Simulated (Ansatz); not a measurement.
C₂H₆F₂HfO₂ (`C[O][Hf]([F])([F])[O]C`), one more setting.

```yaml
crystal:
  periodic: [false, false, false]
  atoms:
    - {symbol: C, position_ang: [0.085819, -2.423267, 1.258038]}
    - {symbol: O, position_ang: [-0.539596, -1.359019, 0.618540]}
    - {symbol: Hf, position_ang: [-1.268917, 0.164835, -0.266174]}
    - {symbol: F, position_ang: [-2.156110, -0.403552, -1.872396]}
    - {symbol: F, position_ang: [-2.541109, 1.016997, 0.893568]}
    - {symbol: O, position_ang: [0.100667, 1.413273, -0.715992]}
    - {symbol: C, position_ang: [1.167143, 2.259957, -0.996369]}
    - {symbol: H, position_ang: [-0.176134, -3.367739, 0.770991]}
    - {symbol: H, position_ang: [1.174047, -2.307494, 1.226381]}
    - {symbol: H, position_ang: [-0.226511, -2.475862, 2.305721]}
    - {symbol: H, position_ang: [1.175442, 2.523455, -2.058601]}
    - {symbol: H, position_ang: [1.086600, 3.181711, -0.411719]}
    - {symbol: H, position_ang: [2.118650, 1.776704, -0.751998]}
basis:
  gaussian: {orbitals: ANO-RCC-VTZP}
hamiltonian: {xc: {name: revPBE}}
output: {forces: true}
```

```sh
$ ansatz run in.yaml --threads 2 --pin off --events-out ev --progress --plain --max-ram 32768MiB --backend cuda --devices 0, --max-vram 18GiB
```

Shortened log:

```
Functional definition: revPBE
2585 factors; their error is unknown
mean field evaluation 1: about -422059.4705 eV, gradient 1.3e2 eV
mean field evaluation 2: about -421816.5620 eV, gradient 4.2e2 eV
mean field evaluation 4: about -422080.5501 eV, gradient 4.0e1 eV
mean field evaluation 8: about -422082.4189 eV, gradient 5.4e-1 eV
mean field evaluation 16: about -422082.3698 eV, gradient 3.0e-3 eV
mean field -422082.36984482 eV, -15511.2409940914 hartree, gradient 2.8e-5 eV, S^2 0.000000; 0 other end points of the search recorded, 0 dependent functions left out
reference -422082.36998958 eV, -15511.2409994111 hartree; 62, 62 occupied and 306, 306 virtual orbitals, 2585 factors
Total energy: -422082.36998958 eV, -15511.2409994111 hartree
Relativity: scalar
Atom 0 at     0.085819    -2.423267     1.258038 Å, force     0.176566    -0.281433     0.171536 eV/Å
Atom 1 at    -0.539596    -1.359019     0.618540 Å, force    -0.291785     0.425365    -0.262382 eV/Å
Atom 2 at    -1.268917     0.164835    -0.266174 Å, force     0.117530    -0.015763     0.024131 eV/Å
Atom 3 at    -2.156110    -0.403552    -1.872396 Å, force    -0.098161    -0.060536    -0.173007 eV/Å
Atom 4 at    -2.541109     1.016997     0.893568 Å, force    -0.139534     0.092280     0.124956 eV/Å
Atom 5 at     0.100667     1.413273    -0.715992 Å, force    -0.464648    -0.327608     0.100170 eV/Å
Atom 6 at     1.167143     2.259957    -0.996369 Å, force     0.291138     0.220527    -0.070355 eV/Å
Atom 7 at    -0.176134    -3.367739     0.770991 Å, force    -0.050742    -0.235544    -0.103501 eV/Å
Atom 8 at     1.174047    -2.307494     1.226381 Å, force     0.264376     0.006011     0.005465 eV/Å
Atom 9 at    -0.226511    -2.475862     2.305721 Å, force    -0.063275    -0.030054     0.252696 eV/Å
Atom 10 at     1.175442     2.523455    -2.058601 Å, force     0.018872     0.073873    -0.251112 eV/Å
Atom 11 at     1.086600     3.181711    -0.411719 Å, force    -0.002014     0.228029     0.130015 eV/Å
Atom 12 at     2.118650     1.776704    -0.751998 Å, force     0.241676    -0.095147     0.051386 eV/Å
Dipole moment:     0.668304    -0.086596     0.140407 e Å
```

It took 19 s on 2 threads of an AMD EPYC 7R13 on a shared host and a share of an NVIDIA H100 80 GB, with 1.3 GiB of host memory at the peak.
